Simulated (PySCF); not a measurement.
Metal–ligand bonds in Cd(CH3)1–Y. All species are isolated molecules in the gas phase. One relaxed conformer stands for each flexible species; it need not be the lowest. Multiplicities are imposed; where one is given, others were not computed. Strings in code marks are SMILES.

The charge on the central atom (Mulliken) from two functionals at the same geometries (r2SCAN-D4/def2-SVP), both in PySCF: PBE-D3(BJ)/def2-TZVP and TPSSh-D3(BJ)/def2-TZVP. 

```json
[
 {"species": "Y = F ([Cd(CH3)(F)])", "PBE-D3(BJ)/def2-TZVP (e)": "0.72", "TPSSh-D3(BJ)/def2-TZVP (e)": "0.78"},
 {"species": "Y = Br ([Cd(CH3)(Br)])", "PBE-D3(BJ)/def2-TZVP (e)": "0.59", "TPSSh-D3(BJ)/def2-TZVP (e)": "0.64"},
 {"species": "Y = OH ([Cd(CH3)(OH)])", "PBE-D3(BJ)/def2-TZVP (e)": "0.66", "TPSSh-D3(BJ)/def2-TZVP (e)": "0.71"},
 {"species": "Y = NH2", "PBE-D3(BJ)/def2-TZVP (e)": "0.62", "TPSSh-D3(BJ)/def2-TZVP (e)": "0.68"}
]
```

Over these rows, drawn at random from the members with no instability flagged (it was tested for open shells, ions and some series alone), PBE minus TPSSh-D3(BJ): mean -0.06 e, from -0.06 e to -0.05 e.
